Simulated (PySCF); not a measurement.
C₄H₄ClSi₂ (doublet state).
Geometry (GFN2-xTB, Å), atoms numbered from 1 in this order:
```xyz
11
C4H4ClSi2 angstrom
C      2.8838   -0.2873    1.7163
C      2.2764   -0.2407    0.6805
Si     1.3714   -0.1546   -0.9322
Cl     1.9269    1.5624   -1.8973
C     -0.4214   -0.1027   -0.5465
C     -1.6247   -0.0837   -0.3106
Si    -3.3813   -0.0343    0.0465
H      3.4130   -0.3295    2.6249
H      1.7468   -1.2828   -1.7880
H     -3.8466   -0.0529    1.4167
H     -4.3390    0.0486   -1.0362
```

The hyperfine couplings belong to this conformer and change with its torsions.

As a line formula: `C#C[Si@H](Cl)C#C[SiH2]` [radical].

Computed with UKS B3LYP, pcH-1 on C Cl H Si, non-relativistic, mean-field spin-orbit, GIAO (PySCF). Geometry: GFN2-xTB; no solvent, vibrations or thermal averaging. GFN2-xTB frequencies show an imaginary mode (23i cm⁻¹), so this geometry is no minimum at that level. A GFN2-xTB geometry isn't a minimum of the functional, and hyperfine couplings can be far from their values at a DFT geometry, by a factor of two or more for some ions and for spin on atoms past the first row. No stability test was run, so a lower SCF solution isn't excluded.

(1) What is the g tensor, term by term?

(2) What are the electron Larmor frequencies g μB B/h along the three axes at 340 mT?

(3) At 9.326 GHz, how far is the centre of the isotropic spectrum from where a free electron (g = 2.002319) resonates?

(4) In a frozen sample, at which fields do the three g values resonate at 9.5, 34, 94 and 263 GHz (hyperfine left aside), and which band first spreads them over more than twice a line width of 1.0 mT?

Answers

(1) 
| Δg (ppm) | 1 | 2 | 3 |
| --- | --- | --- | --- |
| relativistic mass correction | -125 | -125 | -125 |
| gauge correction | 4 | 33 | 31 |
| orbital Zeeman/spin–orbit | -44 | 999 | 1850 |
| total | -165 | 906 | 1756 |

So g = 2.00215, 2.00323, 2.00408 and g_iso = 2.00315; the tensor is rhombic: the two nearest values differ by 44 % of g3 − g1. Axes: g3 points within 9° of the Si3–C5 bond.

(2) 9.5277, 9.5328, 9.5368 GHz for g1, g2 and g3, a range of 9.1 MHz.

(3) B = hν/(g μB) with μB/h = 13.99624 MHz/mT gives 332.77 mT for the free electron and 332.64 mT at g_iso, 0.14 mT lower.

(4) 
```tsv
band	GHz	B(g3) mT	B(g2) mT	B(g1) mT	spread mT
X	9.5	338.69	338.83	339.01	0.32
Q	34.0	1212.14	1212.66	1213.30	1.16
W	94.0	3351.21	3352.64	3354.43	3.22
J	263.0	9376.27	9380.25	9385.27	9.00
```

The spread grows in proportion to the frequency. W band is the first where it exceeds 2.0 mT.

The largest Mulliken spin populations are on Si7 (+0.95), C5 (+0.30) and C6 (-0.18). The angles at Si7 add up to 360.0°, so it is planar; its axial dipolar tensor and the negative couplings of its protons fit spin in a p orbital normal to that plane.

The HOMO–LUMO gaps are 4.02 eV among the α and 5.13 eV among the β orbitals.
